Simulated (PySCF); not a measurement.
**Spin-Hamiltonian simulation**

Molecule: `CO/C(C)=C\C(=O)F`, C5H7FO2.

Geometry (Å), atoms numbered from 1 in this order:
```xyz
15

C    -0.553    1.892   -0.732
O     0.355    0.942   -0.233
C    -0.026   -0.297    0.065
C    -1.437   -0.707   -0.204
C     0.872   -1.164    0.603
C     2.254   -0.832    0.902
O     2.864    0.174    0.732
F     2.869   -1.902    1.464
H    -0.986    1.585   -1.698
H     0.025    2.812   -0.882
H    -1.367    2.099   -0.019
H    -1.687   -0.595   -1.271
H    -2.149   -0.088    0.365
H    -1.589   -1.754    0.079
H     0.542   -2.175    0.836
```

Theory: geometry: PBE0-D3(BJ)/def2-SVP, NMR shieldings at HF/pcSseg-1/GIAO, J: B3LYP/pcJ-1 (spin–dipole term only in couplings to heteroatoms), in PySCF 2.14 (single conformer, no solvent model, no relativistic terms, one averaged value for each set of equivalent atoms).

Chemical shifts δ = σref − σ; ¹H against TMS, all at this level.

Shifts (ppm): F8 48.2, H12/H13/H14 2.01, H15 4.53.
Couplings (Hz): F8–H15: -6.2; H12–H13, H12–H14, H13–H14: -16.5; H12–H15, H13–H15, H14–H15: -1.1.

The 5-spin Hamiltonian (Zeeman plus full scalar coupling among like nuclei) was diagonalised exactly; lines are Lorentzian, 1.0 Hz wide, and the maxima above 3 % are listed with the tallest set to 100.

**Question.** Give the ¹H peak list of this spin system at 300 MHz.

**Answer.** 
Hz from δ = 0 (height): 1362.7 (13), 1361.6 (13), 1356.5 (13), 1355.4 (13), 603.5 (100), 602.5 (100)

**Question.** And at 400 MHz?

**Answer.** 
Hz from δ = 0 (height): 1815.7 (13), 1814.6 (13), 1809.5 (13), 1808.4 (13), 804.5 (100), 803.5 (100)
